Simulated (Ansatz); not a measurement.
Consider the substitution at a C–O bond: `CC(C)O[SiH3]` + `CCS` → `CCSC(C)C` + `O[SiH3]`.

Isolated molecules relaxed with PBE0-D4/def2-TZVP in Ansatz; ΔE leaves out vibrations. CBS: MP2 limit from def2 TZ/QZ plus the TZ coupled-cluster correction, frozen cores. DFT in def2-TZVPP. HSE06 is defined as in plane-wave codes. One conformer a species, not always the lowest.

`CC(C)O[SiH3]`:

Z-matrix (Å, degrees):
```
C
C 1 1.512
H 1 1.093 2 110.0
H 1 1.091 2 110.6 3 -119.6
H 1 1.092 2 110.7 3 120.0
C 2 1.516 1 112.4 3 -60.4
O 2 1.423 1 107.7 3 61.1
H 2 1.101 1 108.7 3 178.9
H 6 1.092 2 111.2 1 179.8
H 6 1.093 2 110.6 1 -60.1
H 6 1.093 2 110.0 1 59.8
Si 7 1.640 2 123.9 1 150.1
H 12 1.491 7 110.4 2 -51.6
H 12 1.490 7 112.4 2 68.6
H 12 1.481 7 106.5 2 -171.6
```

`CCS`:

```xyz
9

C     0.288    0.602   -0.694
C     0.335   -0.457    0.386
S    -1.255   -1.270    0.697
H    -0.082    0.186   -1.633
H     1.285    1.018   -0.868
H    -0.372    1.424   -0.409
H     0.999   -1.277    0.098
H     0.719   -0.054    1.325
H    -1.918   -0.172    1.098
```

`CCSC(C)C`:

```xyz
18

C    -1.645   -0.960    2.156
C    -0.832   -0.737    0.895
S    -0.050    0.889    0.988
C     0.839    1.007   -0.595
C    -0.093    1.032   -1.794
C     1.930   -0.041   -0.737
H    -2.127   -1.940    2.127
H    -1.013   -0.918    3.045
H    -2.424   -0.202    2.261
H    -0.066   -1.509    0.799
H    -1.478   -0.784    0.016
H     1.312    1.991   -0.501
H     0.472    1.227   -2.710
H    -0.855    1.805   -1.685
H    -0.598    0.071   -1.922
H     1.506   -1.044   -0.829
H     2.601   -0.032    0.123
H     2.520    0.146   -1.640
```

`O[SiH3]`:

```xyz
6

O    -1.091   -0.434    0.513
Si    0.228    0.136   -0.293
H    -0.994   -0.635    1.444
H     0.717    1.417    0.288
H    -0.212    0.353   -1.690
H     1.354   -0.838   -0.263
```

(1) Is it downhill or uphill in electronic energy at CCSD(T)/CBS, and by how much? (An estimate is asked.)

(2) What do these levels give: PBE-D4, r2SCAN-D4, PBE0-D4, BLYP, r2SCANh, HSE06, BHLYP, RPA@PBE/def2-TZVPP, CCSD/def2-SVP, MP2/def2-TZVPP, HF/def2-QZVPP, MP2/def2-QZVPP? (Estimate.)

Largest T1 diagnostic among the species: 0.011.

Answers

(1) Ansatz gave: Downhill: ΔE = -30.0 kJ/mol.

(2) Ansatz gave: PBE-D4 -26.9, r2SCAN-D4 -23.9, PBE0-D4 -26.7, BLYP -14.6, r2SCANh -23.2, HSE06 -23.9, BHLYP -14.6, RPA@PBE/def2-TZVPP -21.2, CCSD/def2-SVP -7.0, MP2/def2-TZVPP -36.2, HF/def2-QZVPP -7.0, MP2/def2-QZVPP -38.5 kJ/mol.

The D4 term adds −5.2 kJ/mol with B3LYP and −2.9 kJ/mol with PBE0; it sums over pairs of atoms, weighted by their polarisabilities, and B3LYP, whose exchange is more repulsive, gets the larger term. Leaving LDA and LC-ωPBE aside and taking each functional with its dispersion term where it has one, the values, not all of them listed here, spread over 12.1 kJ/mol, from revPBE-D4 to CAM-B3LYP-D4.

B3LYP here is the variant with VWN-RPA as its local correlation; programs differ in this.
